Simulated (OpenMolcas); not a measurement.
## Ar4+: effect of the basis set

| Quantity | Value |
| --- | --- |
| Program | OpenMolcas |
| Method | CASSCF |
| Active space | 2 electrons in 3 orbitals (3p) |
| State averaging | 2S+1 = 3 even, 3 roots; 2S+1 = 1 even, 6 roots |
| Spin-orbit coupling | RASSI with atomic mean-field integrals over the reference wave functions, term energies averaged over their components |

A. ANO-R1 [4s3p1d], X2C, finite nucleus; cost roughly 2.4 core-seconds
B. ANO-L-VTZP [5s4p2d1f], non-relativistic, point nucleus; cost roughly 2.6 core-seconds
C. ANO-RCC-VTZP [5s4p2d1f], DKH2, point nucleus; cost of the order of 1.7 core-seconds
D. ANO-R2 [5s4p3d1f], X2C, finite nucleus; cost roughly 4 core-seconds
E. ANO-RCC-VQZP [6s5p3d2f1g], DKH2, point nucleus; cost about 1.7 core-seconds
F. ANO-R3 [6s5p4d2f1g], X2C, finite nucleus; cost roughly 3 core-seconds

Energies in cm-1 above 3s2 3p2 3P0, the measured ground level; measured values from Saloman, J. Phys. Chem. Ref. Data 39, 033101 (2010).

```csv
Level,A,B,C,D,E,F,Measured
3s2 3p2 3P0,0.0,0.0,0.0,0.0,0.0,0.0,0.0
3s2 3p2 3P1,765,675,698,700,689,694,763
3s2 3p2 3P2,2083,1856,1914,1918,1890,1903,2029
3s2 3p2 1D2,19509,19605,19498,19405,19526,19463,16299
3s2 3p2 1S0,46418,46871,46561,46329,46614,46468,37912
```

Deviations, from unrounded energies. A percentage is the sum of absolute deviations over the sum of measured energies, with the sign that they share, or ± where signs differ.

```tsv
Against measurement	Levels	A	B	C	D	E	F
mean absolute deviation (cm-1)	4	2900	3100	3000	2900	3000	3000
fine structure of the ground term (%)	2	+2.0	-9.4	-6.5	-6.2	-7.7	-7.0
other terms of the ground configuration (%)	2	+21.6	+22.6	+21.9	+21.3	+22.0	+21.6
```

A, C, D, E, F lie about equally close to measurement and B furthest from it. The largest miss of D in the table is 3s2 3p2 1S0, by +8400 cm-1. The ranking rests on the paired levels alone, and a cruder setting can come out closer through cancelling errors.

Among A to F the level of the table that moves most is 3s2 3p2 1S0, by 540 cm-1 (lowest in D, highest in B).

With the s shell closed, the reference lacks s² → p² mixing. The basis is small and was not contracted for so high a charge (holds for A). Measured partners are found by configuration, term and J. A level has none where our copy of the source lacks it or the pairing is in doubt (some pairs that miss far off the trend of their configuration count as doubtful), and it then counts in no deviation. Levels of configurations outside the active space are missing.
